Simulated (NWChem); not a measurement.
Species: SiH2SF2; SMILES S[SiH](F)F

```xyz
6

Si     0.0185     0.4794     0.3041
F     -1.3401     1.1405    -0.2205
F      1.2445     1.2787    -0.3478
S     -0.0327    -1.5454    -0.3533
H      0.1226     0.6274     1.7673
H      1.1529    -1.8784     0.2040
```
Atoms are numbered in this order, from 1.

Level: B3LYP/6-31G* (spherical d) (NWChem), optimised geometry, unscaled harmonic frequencies. B3LYP is NWChem's, with the RPA form of VWN correlation.

| frequency (cm⁻¹) | IR intensity (km/mol) |
|---|---|
| 137 | 18.4 |
| 202 | 6.8 |
| 270 | 13.7 |
| 349 | 28.2 |
| 523 | 43.5 |
| 757 | 73.5 |
| 835 | 67.7 |
| 862 | 15.6 |
| 899 | 275.1 |
| 1007 | 177.3 |
| 2333 | 125.2 |
| 2675 | 4.8 |

```
Quantity                                                                            Value
-----------------------------------------------------------------------  ----------------
zero-point energy                                                           15.5 kcal/mol
thermal correction to the enthalpy at 298.15 K (with zero-point energy)     19.5 kcal/mol
heat capacity Cv                                                         17.0 cal/(mol K)
entropy at 298.15 K and 1 atm (symmetry number 1)                        75.0 cal/(mol K)
dipole moment                                                                      1.96 D
```

Rigid rotor and harmonic oscillator.
